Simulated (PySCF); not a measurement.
Compound: C4H7NOS2.
Cartesian coordinates in Å at the PBE0-D3(BJ)/def2-SVP level; atoms count from 1:
```xyz
15
C4H7NOS2 angstrom
N      2.743   -0.399   -0.376
C      1.456   -0.060   -0.631
O      1.140    0.975   -1.176
C      0.434   -1.089   -0.136
S     -1.029   -1.182   -1.182
C     -1.797    0.247   -0.372
C     -1.740    0.002    1.123
S     -0.078   -0.611    1.569
H      3.462    0.283   -0.584
H      2.995   -1.237    0.126
H      0.868   -2.100   -0.091
H     -2.835    0.320   -0.731
H     -1.239    1.149   -0.661
H     -2.482   -0.750    1.429
H     -1.915    0.931    1.687
```

Linear response at CAM-B3LYP/def2-SVPD (PySCF, frozen core in the response, non-relativistic).

Static isotropic polarisability: 95.28 au (14.12 Å³), principal values 83.1, 94.0, 108.8 au.

(1) What is the polarisability at 1064 nm and at the sodium D line?

(2) What is the isotropic C6 coefficient between two such molecules, C6 = (3/π)∫α(iω)² dω?

(3) Which effective excitation energy ω̄ makes London's formula C6 = (3/4)α²ω̄ exact here?

(4) What molar refraction at the D line follows from R = (4π/3)·N_A·α′, with α′ the polarisability volume?

(5) What does −C6/R⁶ come to at R = 10 Å between centres?

(6) How many electrons N does the Slater–Kirkwood formula C6 = (3/4)·√N·α^(3/2) need to give this C6?

Results:

(1) 96.12 au at 1064 nm (+0.9 %), 98.12 au at 589.3 nm (+3.0 %). The rise at 589.3 nm is 3.38 times that at 1064 nm; a pure ω² law gives 3.26. The lowest singlet lies at 253 nm, shorter than both wavelengths.

(2) 3680 au (Eh·bohr⁶) by a ten-point quadrature over imaginary frequencies, which is 2200 eV·Å⁶ or 212 J·nm⁶/mol.

(3) ω̄ = 4·C6/(3α²) = 0.540 Eh = 14.7 eV. A one-pole form α(ω) = α/(1 − ω²/ω̄²) fitted to the 1064 nm value gives 12.5 eV.

(4) α′ = 14.54 Å³ gives R = 36.68 cm³/mol, for isolated, non-vibrating species.

(5) -210 J/mol. This is the leading, orientation-averaged term; C8 and higher terms are left out.

(6) N = (4·C6/3)²/α³ = 27.8; the species has 78 electrons in all.

The run took 50 s of wall time on one thread, Arm Neoverse V2 (aarch64), no GPU, shared host, and the process peaked at 1.1 GiB of memory. This is the whole response run at CAM-B3LYP/def2-SVPD, SCF included.

One conformer stands for the species.
